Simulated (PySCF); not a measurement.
Vertical excitations of a molecule CH6ClNSi3 from TDA-B3LYP/def2-SVPD (PySCF 2.14.0), as energy in eV (oscillator strength): 3.54 (0.001), 4.64 (0.004), 4.97 (0.012), 5.30 (0.006), 5.37 (0.008), 5.72 (0.010), 5.92 (0.060), 6.00 (0.003), 6.17 (0.072), 6.35 (0.101). Lowest triplet (TDA): 2.80 eV. Geometry: ωB97X-D3(BJ)/def2-SVP. The values are those of a single conformer.

Task: Which structure fits?
A. [SiH3][Si@@H]1N=C[Si@@H]1Cl
B. [SiH3][Si@]1(Cl)C=N[SiH2]1
C. Cl[Si@@H]1N=C[SiH2][SiH2]1
D. Cl[SiH2][Si@@H]1N=C[SiH2]1

Result: A, [SiH3][Si@@H]1N=C[Si@@H]1Cl
